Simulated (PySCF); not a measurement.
Level of theory: σ from GIAO-PBE0/pcSseg-1, structure optimised with GFN2-xTB, in PySCF 2.14.0 with density-fitted response routines (isolated molecule, non-relativistic, one conformer, averaged over atoms made equivalent by symmetry, fast rotation or ring inversion).

Referencing at the same level of theory: $^{1}$H, $^{13}$C against TMS. Acid and N–H amide carbonyl carbons lie up to 10 ppm further downfield in solution (hydrogen bonding). Shifts are as computed. Against solution values, carbons near 30 ppm lie about +3 ppm off and those near 130 ppm about +5 ppm. Of 1211 compounds with measured shifts, 218 miss one by over three times the rms of a fit or turn the order of signals round; such compounds aren't used in these exercises. OH and NH positions are gas-phase values without hydrogen bonding to other molecules.

(1) Order these molecules by the shift of their most deshielded carbon, lowest δ first.
A. C#CP1CCP(C=C)CC1
B. C=C(C)P(=C)(C)C
C. Cc1cc(C(C)C)pcp1
D. CCCP1CCC1

(2) Order these molecules by the shift of their most deshielded carbon-bound hydrogen, lowest δ first.
A. Cc1pccpc1C(C)C
B. C=C(C)P(=C)(C)C
C. Cc1cc(C(C)C)pcp1
D. C#C[C@@H]1C=C[C@@H]1NC=O
E. C#CP1CCP(C=C)CC1
F. CCCP1CCC1

(3) How many $^{13}$C and $^{1}$H signals does each give (equivalence by symmetry and fast rotation, but not about amide C–N or C=N bonds)? `Cc1cc(C(C)C)pcp1`, `C#C[C@@H]1C=C[C@@H]1NC=O`, `C#CP1CCP(C=C)CC1`, `Cc1pccpc1C(C)C`, `C=C(C)P(=C)(C)C`, `CCCP1CCC1`

Results:

(1) D (38.2 ppm, sp3 CH2 bonded to P), A (151.7 ppm, alkene CH), B (160.5 ppm, fully substituted alkene carbon), C (195.6 ppm, aromatic CH).

(2) F (2.96 ppm, hydrogen on an sp3 CH2 in a ring), B (5.63 ppm, hydrogen on a terminal =CH2 carbon), E (6.51 ppm, hydrogen on an alkene CH), D (8.31 ppm, hydrogen on an amide carbonyl carbon), A (9.71 ppm, hydrogen on an aromatic CH), C (10.80 ppm, hydrogen on an aromatic CH).

(3) Cc1cc(C(C)C)pcp1: 7 C, 5 H; C#C[C@@H]1C=C[C@@H]1NC=O: 7 C, 7 H; C#CP1CCP(C=C)CC1: 6 C, 6 H; Cc1pccpc1C(C)C: 7 C, 5 H; C=C(C)P(=C)(C)C: 5 C, 5 H; CCCP1CCC1: 5 C, 5 H.
